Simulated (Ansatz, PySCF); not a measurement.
CH3F3OSi. Atoms are numbered in the order given.

```xyz
9

O     -2.2634     0.3495    -0.0358
C     -1.3389    -0.6993     0.1375
Si     0.4056    -0.0737    -0.0228
F      0.8327     0.2708    -1.5272
F      1.4909    -1.1032     0.5554
F      0.5170     1.2888     0.8248
H     -2.1082     1.0078     0.6510
H     -1.4603    -1.2370     1.0999
H     -1.5335    -1.4475    -0.6480
```
Charge 0, spin multiplicity 1.

Geometry: PBE0-D3(BJ)/def2-SVP. Other conformers were not sampled.

Vertical ionisation energy (IE) and electron affinity (EA) in eV. Rows of orbital energies are one-electron estimates. Where ΔSCF, EOM or ADC give a negative EA the extra electron is unbound and the value depends on the basis.

```
level                                                                        IE     EA
------------------------------------------------------------------------  -----  -----
−ε(HOMO), −ε(LUMO), B3LYP/def2-TZVP (PySCF)                                8.16   0.07
−ε(HOMO), −ε(LUMO), PBE/def2-TZVP (PySCF)                                  6.74   0.67
ΔSCF, CAM-B3LYP/def2-SVPD (Ansatz), final states of multiplicity 2 and 2  11.25  -1.21
ΔSCF, PBE/def2-SVPD (Ansatz), final states of multiplicity 2 and 2        10.73  -0.96
```

Question: What vertical singlet–triplet gap does ΔSCF give with CAM-B3LYP/def2-SVPD (Ansatz, a first-principles code) and with PBE/def2-SVPD (Ansatz)? (An estimate is asked for; the answer gives what the named calculation found.)

Answer: 6.70 and 6.12 eV (triplet above singlet where positive).
